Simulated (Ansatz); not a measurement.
`[InH2][B]1CN1` + NH₃ → `[NH2][InH2]` + `B1CN1` at 500 K and 1 bar (cleavage of the In–B bond).

Calculated with Ansatz (gas phase, PBE0-D4/def2-TZVP geometries, no zero-point term in ΔE). CCSD(T)/CBS is the MP2 limit (def2-TZVPP, def2-QZVPP) plus CCSD(T) − MP2 in def2-TZVPP, frozen cores. This one scheme is used for every species. def2 core potentials past Kr. For In outer-core shells are correlated without core-valence functions, which leaves a few kJ/mol of doubt a bond.

```json
{"species": "`[InH2][B]1CN1`", "CCSD(T)/CBS energy (Eh)": "-310.30997", "H − E (kJ/mol)": "192.9", "S (J/(mol·K))": "397.9"}
{"species": "NH₃", "CCSD(T)/CBS energy (Eh)": "-56.50880", "H − E (kJ/mol)": "108.2", "S (J/(mol·K))": "211.8"}
{"species": "`[NH2][InH2]`", "CCSD(T)/CBS energy (Eh)": "-246.90424", "H − E (kJ/mol)": "126.5", "S (J/(mol·K))": "321.9"}
{"species": "`B1CN1`", "CCSD(T)/CBS energy (Eh)": "-119.91915", "H − E (kJ/mol)": "167.6", "S (J/(mol·K))": "290.3"}
```

H − E and S are ideal-gas, rigid-rotor, harmonic terms from PBE0-D4/def2-TZVP. 1 Eh = 2625.50 kJ/mol, R = 8.31446 J/(mol·K).

Task: By hand: ΔE, ΔH, ΔS and ΔG.

Result: ΔE = (-246.90424) + (-119.91915) − (-310.30997) − (-56.50880) = -0.00462 Eh = -12.1 kJ/mol. Δ(H − E) = 126.5 + 167.6 − 192.9 − 108.2 = -7.0, so ΔH = -19.1 kJ/mol. ΔS = 321.9 + 290.3 − 397.9 − 211.8 = 2.5 J/(mol·K). ΔG = -19.1 − 500 × (2.5)/1000 = -20.4 kJ/mol.

Task: By hand: the equilibrium constant, and the temperature at which ΔG would vanish if ΔH and ΔS stayed fixed.

Result: log₁₀ K = −ΔG/(RT ln 10) = 2.1. ΔH and −TΔS have one sign here, so there is no such temperature. One of them is within its doubt of zero, so this could turn.

The number of gas molecules stays the same, so ΔS is small and ΔH decides. A doubt of 5 kJ/mol in ΔE shifts log₁₀ K by 0.5 here. These are equilibria of isolated gas molecules and say nothing of rates. Largest T1 diagnostic: 0.016 (customary marks: 0.02 for closed shells, 0.045 for open ones).
